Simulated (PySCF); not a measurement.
Ligands exchanged one at a time, Ge H-SiH3. Gas-phase values, no solvent. Strings in code marks are SMILES.

The numbers are results of PySCF with PBE-D3(BJ)/def2-TZVP // PBE0-D3(BJ)/def2-SVP, not measurements. Excitations are Tamm–Dancoff values on a coarser integration grid. The basis has no diffuse functions, so Rydberg states are missing or too high.

| species | dipole moment (D) | HOMO–LUMO gap (eV) | S1 excitation (TDA) (eV) | S1 oscillator strength |
|---|---|---|---|---|
| 0 of 4 H replaced by SiH3 (`[GeH4]`) | [?] | 8.51 | – | – |
| 1 of 4 H replaced by SiH3 (`[SiH3][GeH3]`) | 0.06 | 6.72 | 7.24 | 0.204 |
| 2 of 4 H replaced by SiH3 | 0.04 | [?] | 6.48 | 0.071 |
| 3 of 4 H replaced by SiH3 (`[SiH3][GeH]([SiH3])[SiH3]`) | 0.13 | [?] | 6.07 | 0.002 |

Problem. Fill in the missing entries.

Solution. 
- 0 of 4 H replaced by SiH3 (`[GeH4]`), dipole moment (D): 0.00
- 2 of 4 H replaced by SiH3, HOMO–LUMO gap (eV): 5.97
- 3 of 4 H replaced by SiH3 (`[SiH3][GeH]([SiH3])[SiH3]`), HOMO–LUMO gap (eV): 5.87
